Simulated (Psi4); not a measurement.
silicon monoxide (OSi), singlet, at a GFN2-xTB geometry; B3LYP/def2-TZVPD run with Psi4 1.11.

The Psi4 input:
```
memory 2 GB

molecule {
0 1
Si   -0.00000000   -0.00000000   -0.54858264
O     0.00000000    0.00000000    0.96001962
}

set {
  basis def2-tzvpd
}

energy('b3lyp')
print_variables()
```

Write the output that Psi4 gives for this input, abridged.


```
   => Loading Basis Set <=

    Name: DEF2-TZVPD
    Role: ORBITAL
    Keyword: BASIS

         ---------------------------------------------------------
                                   SCF
               by Justin Turney, Rob Parrish, Andy Simmonett
                          and Daniel G. A. Smith
                              RKS Reference
         ---------------------------------------------------------

  ==> Geometry <==

    Molecular point group: c2v
    Full point group: C_inf_v

    Geometry (in Angstrom), charge = 0, multiplicity = 1:

       Center              X                  Y                   Z               Mass
    ------------   -----------------  -----------------  -----------------  -----------------
         SI           0.000000000000     0.000000000000    -0.548759472203    27.976926534650
         O            0.000000000000     0.000000000000     0.959842787797    15.994914619570

  Running in c2v symmetry.

  Rotational constants: A = ************  B =      0.72785  C =      0.72785 [cm^-1]
  Rotational constants: A = ************  B =  21820.28472  C =  21820.28472 [MHz]
  Nuclear repulsion =   39.286596054177998

  Charge       = 0
  Multiplicity = 1
  Electrons    = 22
  Nalpha       = 11
  Nbeta        = 11

  ==> Algorithm <==

  SCF Algorithm Type is DF.
  DIIS enabled.
  MOM disabled.
  Fractional occupation disabled.
  Guess Type is SAD.
  Energy threshold   = 1.00e-06
  Density threshold  = 1.00e-06
  Integral threshold = 1.00e-12

  ==> Primary Basis <==

  Basis Set: DEF2-TZVPD
    Blend: DEF2-TZVPD
    Number of shells: 29
    Number of basis functions: 83
    Number of Cartesian functions: 95
    Spherical Harmonics?: true
    Max angular momentum: 3

  ==> DFT Potential <==

   => LibXC <=

    Version 7.1.2
    S. Lehtola, C. Steigemann, M. J. T. Oliveira, and M. A. L. Marques,  SoftwareX 7, 1–5 (2018) (10.1016/j.softx.2017.11.002)

   => Composite Functional: B3LYP <=

    B3LYP Hyb-GGA Exchange-Correlation Functional

    P. J. Stephens, F. J. Devlin, C. F. Chabalowski, and M. J. Frisch,  J. Phys. Chem. 98, 11623 (1994) (10.1021/j100096a001)

    Deriv               =              1
    GGA                 =           TRUE
    Meta                =          FALSE

    Exchange Hybrid     =           TRUE
    MP2 Hybrid          =          FALSE

   => Exchange Functionals <=

    0.0800   Slater exchange
    0.7200         Becke 88

   => Exact (HF) Exchange <=

    0.2000               HF

   => Correlation Functionals <=

    0.1900   Vosko, Wilk & Nusair (VWN5_RPA)
    0.8100   Lee, Yang & Parr

   => LibXC Density Thresholds  <==

    XC_HYB_GGA_XC_B3LYP:  1.00E-15

   => Molecular Quadrature <=

    Radial Scheme          =       TREUTLER
    Pruning Scheme         =           NONE
    Nuclear Scheme         =       TREUTLER

    Blocking Scheme        =         OCTREE
    BS radius alpha        =              1
    Pruning alpha          =              1
    Radial Points          =             75
    Spherical Points       =            302
    Total Points           =          44007
    Total Blocks           =            407
    Max Points             =            256
    Max Functions          =             82
    Weights Tolerance      =       1.00E-15

   => Loading Basis Set <=

    Name: (DEF2-TZVPD AUX)
    Role: JKFIT
    Keyword: DF_BASIS_SCF

  ==> Integral Setup <==

  SCF_SUBTYPE=INCORE selected. In-core MEM_DF algorithm will be used.
  Using in-core AOs.

  ==> MemDFJK: Density-Fitted J/K Matrices <==

    J tasked:                   Yes
    K tasked:                   Yes
    wK tasked:                   No
    Algorithm:                 Core
    Schwarz Cutoff:           1E-12
    Mask sparsity (%):       0.1452
    Fitting Condition:        1E-10

   => Auxiliary Basis Set <=

  Basis Set: (DEF2-TZVPD AUX)
    Blend: DEF2-UNIVERSAL-JKFIT
    Number of shells: 63
    Number of basis functions: 205
    Number of Cartesian functions: 248
    Spherical Harmonics?: true
    Max angular momentum: 4

  Minimum eigenvalue in the overlap matrix is 5.4871812391E-04.
  Reciprocal condition number of the overlap matrix is 1.0512105626E-04.
    Using symmetric orthogonalization.

  ==> Pre-Iterations <==

  SCF Guess: Superposition of Atomic Densities via on-the-fly atomic UHF (no occupation information).

   -------------------------
    Irrep   Nso     Nmo
   -------------------------
     A1        37      37
     A2         8       8
     B1        19      19
     B2        19      19
   -------------------------
    Total      83      83
   -------------------------

  ==> Iterations <==

                           Total Energy        Delta E     RMS |[F,P]|

   @DF-RKS iter SAD:  -364.19746656085840   -3.64197e+02   0.00000e+00
   @DF-RKS iter   1:  -364.44993785953091   -2.52471e-01   2.01717e-02 ADIIS/DIIS
   @DF-RKS iter   2:  -359.86538533322033    4.58455e+00   5.56867e-02 ADIIS/DIIS
   @DF-RKS iter   3:  -364.70798719230322   -4.84260e+00   1.06455e-02 ADIIS/DIIS
   @DF-RKS iter   4:  -364.78228009116157   -7.42929e-02   2.29603e-03 ADIIS/DIIS
   @DF-RKS iter   5:  -364.78726260366466   -4.98251e-03   7.76056e-04 ADIIS/DIIS
   @DF-RKS iter   6:  -364.78775827234080   -4.95669e-04   4.13118e-05 DIIS
   @DF-RKS iter   7:  -364.78775970259386   -1.43025e-06   8.95747e-06 DIIS
   @DF-RKS iter   8:  -364.78775977116504   -6.85712e-08   3.03733e-06 DIIS
   @DF-RKS iter   9:  -364.78775977949311   -8.32807e-09   4.55567e-07 DIIS
  Energy and wave function converged.

  ==> Post-Iterations <==

   Electrons on quadrature grid:
      Ntotal   =   22.0000031265 ; deviation = 3.126e-06

    Orbital Energies [Eh]
    ---------------------

    Doubly Occupied:

[...]
    Virtual:

[...]
    Final Occupation by Irrep:
             A1    A2    B1    B2
    DOCC [     7,    0,    2,    2 ]
    NA   [     7,    0,    2,    2 ]
    NB   [     7,    0,    2,    2 ]

  @DF-RKS Final Energy:  -364.78775977949311

   => Energetics <=

    Nuclear Repulsion Energy =             39.2865960541779984
    One-Electron Energy =                -583.2469367425775317
    Two-Electron Energy =                 202.9533796440837534
    DFT Exchange-Correlation Energy =     -23.7807987351772567
    Empirical Dispersion Energy =           0.0000000000000000
    VV10 Nonlocal Energy =                  0.0000000000000000
    Total Energy =                       -364.7877597794931148

Computation Completed

Properties will be evaluated at   0.000000,   0.000000,   0.000000 [a0]

Properties computed using the SCF density matrix

 Multipole Moments:

 ------------------------------------------------------------------------------------
     Multipole            Electronic (a.u.)      Nuclear  (a.u.)        Total (a.u.)
 ------------------------------------------------------------------------------------

 L = 1.  Multiply by 2.5417464519 to convert [e a0] to [Debye]
 Dipole X            :          0.0000000            0.0000000            0.0000000
 Dipole Y            :          0.0000000            0.0000000            0.0000000
 Dipole Z            :         -1.2479109           -0.0073516           -1.2552625
 Magnitude           :                                                    1.2552625

 ------------------------------------------------------------------------------------

  Variable Map:
  ----------------------------------------------------------------------------
[...]
  Array Variable Map:
  ----------------------------------------------------------------------------
[...]
[...]
```
